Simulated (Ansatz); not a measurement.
Isolated molecules relaxed with PBE0-D4/def2-TZVP in Ansatz; ΔE leaves out vibrations. CCSD(T)/CBS is the MP2 limit (def2-TZVPP, def2-QZVPP) plus CCSD(T) − MP2 in def2-TZVPP, frozen cores. Functionals use def2-TZVPP. B3LYP here is the variant with VWN-RPA as its local correlation; programs differ in this. For Mg outer-core shells are correlated without core-valence functions, which leaves a few kJ/mol of doubt a bond. One conformer a species, not always the lowest.

Consider the ligand exchange at the Si–N bond: `[SiH3]/N=C1\C[SiH2]1` + `[OH][Mg][F]` → `[F][Mg][O][SiH3]` + `N=C1C[SiH2]1`.

| level | ΔE (kcal/mol) | difference from CCSD(T)/CBS |
| --- | --- | --- |
| B3LYP-D4 | -19.3 | 1.6 |
| ωB97M-V | -20.1 | 0.8 |
| PBE | -18.7 | 2.2 |
| B3LYP | -20.9 | 0.0 |
| SCS-MP2/def2-TZVPP | -21.3 | -0.4 |
| CCSD/def2-TZVPP | -21.9 | -1.0 |
| CCSD(T)/def2-TZVPP | -21.2 | -0.3 |
| HF/def2-QZVPP | -24.8 | -3.9 |
| SCS-MP2/def2-QZVPP | -21.3 | -0.4 |
| MP2/CBS(def2) | -19.9 | 1.0 |
| CCSD(T)/CBS | -20.9 | 0 |

Largest T1 diagnostic among the species: 0.014.

The D4 term adds +1.5 kcal/mol with B3LYP and +0.9 kcal/mol with PBE0; it sums over pairs of atoms, weighted by their polarisabilities, and B3LYP, whose exchange is more repulsive, gets the larger term. From PBE to PBE0 (25 % exact exchange), in def2-TZVPP and without D4, ΔE moves by −1.2 kcal/mol. In def2-TZVPP, CCSD(T) changes the Hartree–Fock value by +3.2 kcal/mol (the triples alone add +0.7 kcal/mol) and MP2 by +4.2 kcal/mol.
